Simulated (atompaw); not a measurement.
**neodymium (Nd) PAW (atompaw): all-electron and pseudo phase curves**

* Element: Nd
* Generator: atompaw 4.2.0.5
* Type: PAW
* Functional: PBEsol
* Relativity: scalar-relativistic
* Frozen core: [Kr] 4d10
* Valence charge: 14
* Reference configuration: 4f4 5s2 5p6 5d0 6s1 6p0 (charge +1)
* Partial waves: 5s (bound): rc 2.45 bohr; 6s (bound): rc 2.40 bohr; 5p (bound): rc 2.45 bohr; 6p (bound, empty): rc 3.00 bohr; 5d (bound, empty): rc 3.00 bohr; 5d channel at 0.25 Ry: rc 3.00 bohr; 4f (bound): rc 1.95 bohr; 4f channel at 1.9 Ry: rc 1.95 bohr
* Local potential: troulliermartins scheme with l = 4 at 0 Ry, radius 2.80 bohr
* Core correction: smooth core density matched at 2.75 bohr
* Augmentation charge: sinc compensation charge, radius 2.30 bohr; PAW radius 3.00 bohr; waves and projectors: custom polynom vanderbiltortho

The phase is arctan(r·u′/u) with u = r·R(r), unwrapped; energies in Ry, scanned from -5 to 5 Ry. A pole is an energy at which the radial function vanishes at the test radius. The pseudo phase is shifted by a multiple of π to meet the all-electron one at the reference energy, and phase errors are pseudo minus all-electron; the curves can meet again beyond the range given. Levels narrower than the energy grid can be missing from the lists of poles.

Problem. For each channel, where are the poles, and over which energies does the pseudopotential scatter like the atom?

Solution.

```csv
channel,radius (bohr),reference energy (Ry),"poles, all-electron","poles, pseudo",unbroken range about the reference energy with phases within 0.05 rad,phase error 1 Ry above the reference energy (rad)
s,3.01,-0.60,"-3.34, 2.24","-3.34, 2.21",below 4.0,-0.001
p,3.01,-0.38,"-1.87, 3.48","-1.87, 2.71",below 0.6,-0.051
d,3.01,-0.54,0.26,0.26,the whole range,+0.000
f,3.01,-0.57,"-0.51, 2.90","-0.51, 2.93",below 4.4,+0.005
```

Phases in the d channel:

| E (Ry) | all-electron | pseudo |
| --- | --- | --- |
| -5.00 | 1.411 | 1.411 |
| -4.52 | 1.401 | 1.401 |
| -4.04 | 1.389 | 1.389 |
| -3.56 | 1.374 | 1.374 |
| -3.08 | 1.354 | 1.354 |
| -2.60 | 1.327 | 1.327 |
| -2.12 | 1.284 | 1.284 |
| -1.64 | 1.208 | 1.208 |
| -1.16 | 1.014 | 1.014 |
| -0.68 | -0.062 | -0.062 |
| -0.20 | -1.341 | -1.341 |
| 0.28 | -1.577 | -1.577 |
| 0.76 | -1.688 | -1.688 |
| 1.24 | -1.787 | -1.786 |
| 1.72 | -1.932 | -1.931 |
| 2.20 | -2.286 | -2.280 |
| 2.68 | -3.457 | -3.432 |
| 3.16 | -4.250 | -4.239 |
| 3.64 | -4.476 | -4.470 |
| 4.12 | -4.576 | -4.571 |
| 4.60 | -4.634 | -4.630 |
